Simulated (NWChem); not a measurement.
**Correlation energy of OTe**

```
O
Te 1 1.8505
```
Charge 0, spin multiplicity 3.

Program: NWChem. The geometry was optimised at UPBE0/def2-SVP with def2 effective core potentials on Te, a minimum by its harmonic frequencies.

Basis set: def2-SVP. Each correlation energy counts from its own Hartree-Fock reference.

Effective core potentials replace the inner electrons of Te; spin-orbit coupling is left out. The correlated methods keep 5 core orbitals frozen. The structure started from a generated list of species. The unpaired electrons of the parent sit in orbitals of symmetry b1 and b2 (C2v labels of the run); other states weren't searched. No SCF solution was tested for a lower state. Open-shell Hartree-Fock references start from PBE0 orbitals. No row is a measurement; the coupled-cluster row has its own basis-set and correlation limits.

```json
[
 {"method": "UMP2", "correlation energy (mHa)": "-303.6"},
 {"method": "SCS-UMP2", "correlation energy (mHa)": "?"},
 {"method": "CCSD on UHF", "correlation energy (mHa)": "?"},
 {"method": "CCSD[T] on UHF", "correlation energy (mHa)": "-318.9"},
 {"method": "CCSD(T) on UHF", "correlation energy (mHa)": "-317.3"},
 {"method": "CCSD on ROHF", "correlation energy (mHa)": "?"},
 {"method": "CCSD[T] on ROHF", "correlation energy (mHa)": "-336.3"},
 {"method": "CCSD(T) on ROHF", "correlation energy (mHa)": "?"}
]
```

Q: Fill in the missing entries.

A: 
- SCS-UMP2, correlation energy (mHa): -280.2
- CCSD on UHF, correlation energy (mHa): -304.8
- CCSD on ROHF, correlation energy (mHa): -318.1
- CCSD(T) on ROHF, correlation energy (mHa): -332.7
